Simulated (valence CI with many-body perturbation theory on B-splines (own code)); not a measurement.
**From CI to CI+MBPT in Xe⁴⁸⁺**

Calculated by valence CI with perturbative core correlation (CI+MBPT): four valence electrons over a frozen Dirac-Fock core [He], a basis of 11 s, 11 p, 9 d, 7 f, 5 g, 2 h, 1 i functions for each j, with the one-electron correlation potential Σ1, the two-electron term Σ2, the three-electron term Σ3, Breit, model QED; selected CI, second order for the rest (own B-spline code, finite nucleus).

The last digits are not significant, and no measured levels were compared; by estimate large intervals hold to a few tenths of a per cent, small ones and those within an open d or f shell to about a per cent. Among the levels kept, up to 270 cm⁻¹ of a level comes from second order outside the variational space, and about a tenth of that is noise between levels of different J, which matters for small intervals.

Each rung adds one term. CI alone is the Dirac-Coulomb CI over the frozen core; QED comes last and gives the full result, which names the levels. Energies are above (2s^2 2p1/2^2) J=0 on the same rung, in × 10³ cm⁻¹.

Levels are named by their leading jj configuration (3d3/2^4 stands for four electrons in 3d with j = 3/2), which in mixed levels can hold well under half, so a name can repeat and another be missing. Letters in brackets count levels of one name in rising energy.

| Level | CI alone |
| --- | --- |
| (2s^2 2p1/2 2p3/2) J=1 | 2725.7 |
| (2s^2 2p1/2 2p3/2) J=2 | 2876.7 |
| (2s 2p1/2^2 2p3/2) J=2 | 4243.9 |
| (2s 2p1/2^2 2p3/2) J=1 | 4727.2 |
| (2s^2 2p3/2^2) J=2 | 5690.5 |
| (2s^2 2p3/2^2) J=0 | 5991.1 |
| (2s 2p1/2 2p3/2^2) J=2 [a] | 6831.5 |
| (2s 2p1/2 2p3/2^2) J=3 | 7150.2 |
| (2s 2p1/2 2p3/2^2) J=0 | 7394.9 |
| (2s 2p1/2 2p3/2^2) J=1 [a] | 7532.1 |
| (2s 2p1/2 2p3/2^2) J=2 [b] | 7638.7 |
| (2s 2p1/2 2p3/2^2) J=1 [b] | 7639.2 |
| (2p1/2^2 2p3/2^2) J=2 | 9243.9 |
| (2p1/2^2 2p3/2^2) J=0 | 9571.6 |
| (2s 2p3/2^3) J=2 | 10143 |
| (2s 2p3/2^3) J=1 | 10600 |

(1) What do these energies become with core correlation, Breit and QED?

(2) How does the ionisation energy move along the ladder, and which term matters most?

Results:

(1) (2s^2 2p1/2 2p3/2) J=1 2682.3 (-43.36); (2s^2 2p1/2 2p3/2) J=2 2808.7 (-68.07); (2s 2p1/2^2 2p3/2) J=2 4180.8 (-63.10); (2s 2p1/2^2 2p3/2) J=1 4671.7 (-55.51); (2s^2 2p3/2^2) J=2 5592.0 (-98.45); (2s^2 2p3/2^2) J=0 5918.9 (-72.20); (2s 2p1/2 2p3/2^2) J=2 [a] 6734.4 (-97.06); (2s 2p1/2 2p3/2^2) J=3 7015.8 (-134.45); (2s 2p1/2 2p3/2^2) J=0 7315.7 (-79.19); (2s 2p1/2 2p3/2^2) J=1 [a] 7435.2 (-96.87); (2s 2p1/2 2p3/2^2) J=2 [b] 7517.7 (-121.02); (2s 2p1/2 2p3/2^2) J=1 [b] 7545.7 (-93.54); (2p1/2^2 2p3/2^2) J=2 9130.5 (-113.47); (2p1/2^2 2p3/2^2) J=0 9485.9 (-85.72); (2s 2p3/2^3) J=2 10002 (-141.12); (2s 2p3/2^3) J=1 10463 (-137.25).

(2) CI alone 8985.2, + Σ1 8985.6, + Σ2 8985.6, + Σ3 8985.5, + Breit 8972.1, + QED 8972.4 eV. The largest step is Breit, -13.4 eV. NIST lists 8971 ± 4 eV (theoretical).
